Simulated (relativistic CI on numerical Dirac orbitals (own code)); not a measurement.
Calculated levels, Os22+

These numbers are calculated, not measured: Dirac-Coulomb-Breit CI, separate exchange-only KLI orbitals for each configuration, model QED, unscaled Slater integrals (own radial code, finite nucleus).

CI space (outside the closed core [Ar] 3d10 4p6 4d10): 4s2 4f8, 4s2 4f7 5s, 4s2 4f6 5s2, 4s2 4f7 6s, 4f10. Levels of other configurations are missing.

```csv
No.,Configuration,Term,J,E (cm⁻¹),%,Next component (%),jj configuration (%)
41,4s2 4f8,5F,1,96762.2,66,15 5D,4f5/2^4 4f7/2^4 (48)
42,4s2 4f8,5K,8,97216.0,59,23 3K,4f5/2^4 4f7/2^4 (48)
43,4s2 4f8,5G,6,98682.2,34,21 3I,4f5/2^3 4f7/2^5 (37)
44,4s2 4f8,5G,5,99603.7,31,23 5H,4f5/2^5 4f7/2^3 (43)
45,4s2 4f8,3O,12,100765.9,81,19 1Q,4f5/2^4 4f7/2^4 (93)
46,4s2 4f8,5D,3,101180.1,42,20 3D,4f5/2^5 4f7/2^3 (54)
47,4s2 4f8,3O,11,101717.1,62,38 3N,4f5/2^4 4f7/2^4 (96)
48,4s2 4f8,3F,4,102066.4,25,19 5D,4f5/2^4 4f7/2^4 (54)
49,4s2 4f8,5I,5,102499.4,30,25 3I,4f5/2^4 4f7/2^4 (64)
50,4s2 4f8,5K,7,104668.9,43,16 3I,4f5/2^4 4f7/2^4 (46)
51,4s2 4f8,3M,8,106070.7,42,28 1L,4f5/2^4 4f7/2^4 (68)
52,4s2 4f8,5K,6,107649.8,45,19 1I,4f5/2^4 4f7/2^4 (61)
53,4s2 4f8,3N,9,108115.6,40,37 3M,4f5/2^4 4f7/2^4 (66)
54,4s2 4f8,3D,3,108883.5,26,22 5P,4f5/2^4 4f7/2^4 (43)
55,4s2 4f8,5D,1,109084.4,62,29 5P,4f5/2^4 4f7/2^4 (46)
56,4s2 4f8,3K,7,110424.8,27,20 5H,4f5/2^3 4f7/2^5 (67)
57,4s2 4f8,5P,2,111613.0,29,19 5D,4f5/2^4 4f7/2^4 (38)
58,4s2 4f8,5G,4,112003.2,49,16 5H,4f5/2^4 4f7/2^4 (70)
59,4s2 4f8,3H,6,112321.6,21,20 5I,4f5/2^5 4f7/2^3 (36)
60,4s2 4f8,3M,10,112949.2,62,18 3N,4f5/2^4 4f7/2^4 (76)
61,4s2 4f8,5D,0,113628.4,76,19 3P,4f5/2^3 4f7/2^5 (39)
62,4s2 4f8,5H,7,114621.0,62,18 5K,4f5/2^4 4f7/2^4 (62)
63,4s2 4f8,3H,4,115857.3,24,21 5D,4f5/2^4 4f7/2^4 (44)
64,4s2 4f8,3M,9,117770.5,67,12 3L,4f5/2^4 4f7/2^4 (58)
65,4s2 4f8,3F,2,118028.4,26,24 3P,4f5/2^5 4f7/2^3 (40)
66,4s2 4f8,3K,8,118047.7,63,11 5K,4f5/2^3 4f7/2^5 (64)
67,4s2 4f8,3H,5,118519.6,27,14 3I,4f5/2^4 4f7/2^4 (47)
68,4s2 4f8,5G,3,119570.2,54,16 3F,4f5/2^4 4f7/2^4 (43)
69,4s2 4f8,5K,5,119689.5,22,21 3G,4f5/2^3 4f7/2^5 (53)
70,4s2 4f8,5D,4,120611.9,39,23 3F,4f5/2^4 4f7/2^4 (43)
71,4s2 4f8,3K,6,121155.4,44,18 5H,4f5/2^4 4f7/2^4 (62)
72,4s2 4f8,3K,7,121839.2,45,17 3L,4f5/2^4 4f7/2^4 (53)
73,4s2 4f8,3O,10,121932.7,38,28 3N,4f5/2^3 4f7/2^5 (66)
74,4s2 4f8,5D,2,122308.9,24,22 5G,4f5/2^4 4f7/2^4 (32)
75,4s2 4f8,5P,1,123580.9,41,29 3P,4f5/2^4 4f7/2^4 (50)
76,4s2 4f8,3K,8,123862.1,47,27 3L,4f5/2^4 4f7/2^4 (71)
77,4s2 4f8,3H,4,124758.7,33,30 3G,4f5/2^4 4f7/2^4 (44)
78,4s2 4f8,5D,0,125237.4,55,36 1S,4f5/2^2 4f7/2^6 (48)
79,4s2 4f8,3G,3,125579.1,52,20 5H,4f5/2^4 4f7/2^4 (54)
80,4s2 4f8,5G,2,125922.7,55,15 3F,4f5/2^3 4f7/2^5 (38)
81,4s2 4f8,3H,5,126158.3,40,14 3G,4f5/2^4 4f7/2^4 (56)
82,4s2 4f8,3K,7,128313.0,58,28 3I,4f5/2^4 4f7/2^4 (78)
83,4s2 4f8,3K,8,129102.4,58,19 3M,4f5/2^3 4f7/2^5 (60)
84,4s2 4f8,3N,11,129566.4,62,38 3O,4f5/2^3 4f7/2^5 (96)
85,4s2 4f8,3F,3,129822.7,34,23 5P,4f5/2^3 4f7/2^5 (40)
```

Energies count from the lowest computed level. Filled j subshells are mostly left out of the jj labels.

The mean weight of the leading LS term, summed over parents, in these 45 levels is 45 %, and that of the leading jj configuration (from the same eigenvectors) 55 %, so jj coupling describes them better and the LS labels are nominal.

At this charge energies of transitions that change n are usually good to better than 1 %, and those within a shell (Δn = 0) to a few per cent. Terms inside the open d or f shell come out 10 to 20 % too wide with unscaled integrals.

LS names give the leading component of a level, which can be under half, so a name can repeat, a term be missing and a line seem to break the LS rules.
